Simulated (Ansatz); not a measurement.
C₄H₇B, singlet, geometry from GFN2-xTB, with bond 11-9 at 1.8 times its length; CASSCF(4,5)/STO-3G in Ansatz (a quantum-chemistry and plane-wave program).

Ansatz was given this input:
Ansatz 0.2 input:
```yaml
crystal:
  periodic: [false, false, false]
  atoms:
    - {symbol: B, position_ang: [0.34076110, 0.18818735, 0.03269044]}
    - {symbol: C, position_ang: [-0.97564887, -0.53823971, -0.09541875]}
    - {symbol: C, position_ang: [-2.02742428, -1.11816412, -0.19794513]}
    - {symbol: H, position_ang: [-2.94531271, -1.62470556, -0.28761687]}
    - {symbol: C, position_ang: [0.51115663, 1.60374542, -0.64336397]}
    - {symbol: H, position_ang: [1.54636061, 1.84920129, -0.86968579]}
    - {symbol: H, position_ang: [0.15446865, 2.36374043, 0.05372474]}
    - {symbol: H, position_ang: [-0.07782584, 1.72064572, -1.55061031]}
    - {symbol: C, position_ang: [1.51695432, -0.48485765, 0.84121638]}
    - {symbol: H, position_ang: [2.25177687, 0.22863600, 1.20712024]}
    - {symbol: H, position_ang: [2.46993829, -1.71645990, -0.35574418]}
    - {symbol: H, position_ang: [1.17011034, -1.08427711, 1.68044628]}
basis:
  gaussian:
    orbitals: STO-3G
hamiltonian:
  xc: hf
magnetization: {spin_polarized: false}
correlation: {active_space: {window: {electrons: 4, orbitals: 5}}}
```

Output, abridged:

```
Functional definition: HF
432 factors; integrals over basis functions are off by at most 9.4e-5 eV
mean field evaluation 1: about -4836.5357 eV, gradient 1.8e1 eV
mean field evaluation 2: about -4836.6332 eV, gradient 1.8e1 eV
mean field evaluation 4: about -4838.1284 eV, gradient 2.5e0 eV
mean field evaluation 8: about -4838.1564 eV, gradient 1.4e-4 eV
mean field -4838.15508716 eV, -177.7989200340 hartree, gradient 1.5e-6 eV, S^2 0.000000; 0 other end points of the search recorded, 0 dependent functions left out
reference -4838.15508716 eV, -177.7989200340 hartree; 18, 18 occupied and 14, 14 virtual orbitals, 432 factors
state -4841.31828849 eV, -177.9151655386 hartree
Total energy: -4841.31828849 eV, -177.9151655386 hartree
```
